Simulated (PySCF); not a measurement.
Compound: C₅H₃ClO₂.
Structure used (PBE0-D3(BJ)/def2-TZVP), in Å, numbered top down from 1:
```
atom  x, y, z in Å
O1     2.6653    0.3788    0.9666
C2     1.9806    0.4296   -0.0034
Cl3    2.6488    0.8988   -1.5775
C4     0.5647    0.1269   -0.0287
C5    -0.2467   -0.2709    0.9954
C6    -1.5353   -0.4320    0.4369
C7    -1.4084   -0.1206   -0.8824
O8    -0.1469    0.2175   -1.1774
H9     0.0655   -0.4222    2.0160
H10   -2.4385   -0.7370    0.9398
H11   -2.1078   -0.0961   -1.7021
```

All values: wB97X-D/pcSseg-2 (PySCF, non-relativistic), on one gas-phase PBE0-D3(BJ)/def2-TZVP geometry that isn't relaxed in the solvent. The solvent is an IEF-PCM continuum (van der Waals radii × 1.2). Only the electrostatic response of the medium enters.

Gas phase at wB97X-D/pcSseg-2: HOMO -9.37 eV, LUMO -0.40 eV, dipole 4.25 D.

Question: What does the continuum do to the energy, the frontier levels and the dipole at wB97X-D/pcSseg-2 in chloroform?

Answer: 
```
   solvent      ε  E(solvent) − E(gas) (kJ/mol)  polarisation term (kJ/mol)  distortion of the solute (kJ/mol)  HOMO (eV)  LUMO (eV)  dipole (D)
chloroform  4.711                        -16.56                      -18.92                               2.36      -9.20      -0.36        5.22
```

The first energy column is the sum of the next two and covers electrostatics alone.

Question: Which radius a makes the point-dipole formula ΔE = −[(ε − 1)/(2ε + 1)]·μ²/a³ give the value in chloroform, with the gas-phase dipole?

Answer: μ = 1.673 au and |ΔE| = 0.00631 Eh give a = 2.86 Å; the farthest nucleus lies 3.21 Å from the centroid of the nuclei, so such a sphere wouldn't even hold the nuclei. The formula assumes a rigid point dipole at the centre of a sphere.

Question: Give the dipole vector in the frame of the coordinates (D, pointing from negative to positive charge), gas and chloroform.

Answer: Gas (-4.15, -0.91, -0.01), solvent (-5.10, -1.12, -0.01). Its length changes by +23 % and its direction by less than 1°.

The pairwise dispersion term of wB97X-D wasn't added to the energies; at a given geometry it leaves orbitals and properties as they are.
